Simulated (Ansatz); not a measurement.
```yaml
crystal:
  periodic: [false, false, false]
  atoms:
    - {symbol: C, position_ang: [-0.651106, -3.124556, 0.770890]}
    - {symbol: C, position_ang: [0.213175, -1.876444, 0.748698]}
    - {symbol: C, position_ang: [-0.595222, -0.606554, 0.960594]}
    - {symbol: C, position_ang: [0.253677, 0.667020, 0.978539]}
    - {symbol: C, position_ang: [0.952708, 0.900817, -0.338360]}
    - {symbol: O, position_ang: [2.135276, 0.699661, -0.477149]}
    - {symbol: C, position_ang: [0.114050, 1.427465, -1.481120]}
    - {symbol: C, position_ang: [0.176814, 2.953174, -1.511125]}
    - {symbol: H, position_ang: [-0.054107, -4.026715, 0.621396]}
    - {symbol: H, position_ang: [-1.174413, -3.226856, 1.725959]}
    - {symbol: H, position_ang: [-1.408983, -3.094263, -0.017298]}
    - {symbol: H, position_ang: [0.985070, -1.942876, 1.523293]}
    - {symbol: H, position_ang: [0.753484, -1.816983, -0.201698]}
    - {symbol: H, position_ang: [-1.134156, -0.673666, 1.911698]}
    - {symbol: H, position_ang: [-1.365760, -0.530061, 0.184469]}
    - {symbol: H, position_ang: [-0.391190, 1.525493, 1.196211]}
    - {symbol: H, position_ang: [1.016696, 0.600185, 1.757060]}
    - {symbol: H, position_ang: [-0.924027, 1.099167, -1.379136]}
    - {symbol: H, position_ang: [0.518046, 1.019909, -2.409912]}
    - {symbol: H, position_ang: [-0.214447, 3.388997, -0.588309]}
    - {symbol: H, position_ang: [1.207649, 3.290053, -1.634089]}
    - {symbol: H, position_ang: [-0.413215, 3.347052, -2.340622]}
basis:
  gaussian: {orbitals: cc-pVDZ, fitting: {mean_field: cc-pVTZ-jkfit}}
magnetization: {spin_polarized: true, initial_magnetization: 6}
hamiltonian: {xc: {name: LC-wPBE}}
accuracy: high
```

```sh
$ ansatz run in.yaml --threads 2 --pin off --events-out ev --progress --plain --max-ram 22528MiB --backend cpu
```

Output, abridged:

```
Functional definition: LC-wPBE
1052 factors; integrals over basis functions are off by at most 1.1e-1 eV
1052 factors; integrals over basis functions are off by at most 3.3e-7 eV
mean field evaluation 1: about -9498.6968 eV, gradient 3.0e1 eV
mean field evaluation 2: about -9501.4736 eV, gradient 2.3e1 eV
mean field evaluation 4: about -9504.1379 eV, gradient 3.2e0 eV
mean field evaluation 8: about -9504.5756 eV, gradient 7.6e-1 eV
mean field evaluation 16: about -9505.0836 eV, gradient 8.7e-1 eV
mean field evaluation 32: about -9505.1214 eV, gradient 1.6e0 eV
mean field -9505.15718906 eV, -349.3080838709 hartree, gradient 2.9e-8 eV, S^2 12.013405; 6 other end points of the search recorded, 0 dependent functions left out
reference -9505.15718906 eV, -349.3080838709 hartree; 35, 29 occupied and 147, 153 virtual orbitals, 1052 factors
Total energy: -9505.15718906 eV, -349.3080838709 hartree
```

**Question.** Something in this input is off. What?

**Answer.** The spin is set far too high for this molecule. Self-consistency was reached. The result belongs to that input, not to the molecule as meant.
